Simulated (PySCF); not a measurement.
A mixed set of molecules. Method: TDDFT B3LYP/def2-SVPD, vertical, gas phase, core orbitals frozen in the response (PySCF 2.14.0, density-fitted response routines). Geometries: PBE0-D3(BJ)/def2-SVP; one conformer of each isolated species. Triplets are in the Tamm–Dancoff approximation. Atoms past krypton carry core potentials; spin–orbit coupling is left out. Ions are computed without counter-ions or solvent.

Question: Rank by computed LUMO energy, highest first.
A. `[CH3][Zn][CH3]`
B. `[PH3]->[Ag][Cl]`
C. `N[SiH2][SiH2]O`
D. `C#C[C+](C)CCF`

Answer: A (-0.13 eV), C (-0.80 eV), B (-1.23 eV), D (-9.32 eV).

| SMILES | LUMO (eV) | T1 (eV) | HOMO (eV) | f (S1) | first f ≥ 0.01 (nm) | α (au) | S1 mainly |
| --- | --- | --- | --- | --- | --- | --- | --- |
| [CH3][Zn][CH3] | -0.13 | 5.44 | -6.96 | 0.000 | 198 | 53.0 | H→L/L+1 (98%) |
| N[SiH2][SiH2]O | -0.80 | 4.95 | -7.11 | 0.002 | 206 | 71.0 | H→L (98%) |
| [PH3]->[Ag][Cl] | -1.23 | 4.66 | -6.89 | 0.001 | 244 | 73.1 | H-1/H→L+1 (≥47%) |
| C#C[C+](C)CCF | -9.32 | 2.58 | -13.71 | 0.001 | 284 | 72.9 | H→L (95%) |

H and L stand for HOMO and LUMO. A slash joins orbitals within 0.01 eV of each other, whose weights are summed (≥ marks a lower bound).
